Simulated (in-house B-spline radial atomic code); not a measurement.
Sb⁵⁺. Computed with a B-spline radial atomic code. Model: all-electron spherical atom, spin shells full or empty, radial basis limit, no spin-orbit coupling, Breit or QED, empty-state partial waves extrapolated as (l+1/2)^-4, RPA, G0W0 and static COHSEX of the highest shell as one setting changes (uncorrelated shells keep exact exchange).

Empty levels are discrete states of a finite basis, so the steps are uneven.

Given: element Sb; charge 5; filled core Kr; hamiltonian one-electron scalar X2C; mean-field start PBE0; highest l of empty states 9; nuclear rms radius 4.6802 fm; lowest nl shells left uncorrelated 0; highest mean-field shell 4d; box radius 10.43 bohr.

Shell: 4d 5 5 (electrons up and down).

| highest empty level kept (hartree) | RPA correlation energy (hartree) | G0W0 level (eV) | G0W0 minus most complete (meV) | COHSEX level (eV) | linearised minus solved G0W0 (meV) |
| --- | --- | --- | --- | --- | --- |
| 12 | -0.99482 | -99.039 | 1094.4 | -100.74 | -8.6 |
| 24 | -1.3812 | -99.434 | 699.4 | -101.89 | -9.7 |
| 42 | -1.6766 | -99.672 | 461.3 | -102.58 | -10.5 |
| 72 | ? | ? | ? | ? | ? |
| 120 | ? | ? | ? | ? | ? |
| 216 | -2.7507 | -100.06 | 74.6 | -103.64 | -11.7 |
| 360 | -2.9751 | -100.08 | 49.4 | -103.72 | -11.8 |
| 720 | -3.2312 | -100.11 | 19 | -103.81 | -11.9 |
| 1440 | -3.4044 | -100.13 | 4.9 | -103.85 | -11.9 |
| 3000 | -3.5023 | -100.13 | 1.1 | -103.86 | -12 |
| 7200 | -3.5588 | -100.13 | 0.1 | -103.86 | -12 |
| 24000 | -3.5917 | -100.13 | 0 | -103.86 | -12 |

What follows for highest empty level kept = 120?

RPA correlation energy -2.3723 hartree; G0W0 level -99.981 eV; G0W0 minus most complete 152.1 meV; COHSEX level -103.42 eV; linearised minus solved G0W0 -11.5 meV.

What follows for highest empty level kept = 72?

RPA correlation energy -2.023 hartree; G0W0 level -99.877 eV; G0W0 minus most complete 256.4 meV; COHSEX level -103.15 eV; linearised minus solved G0W0 -11.1 meV.
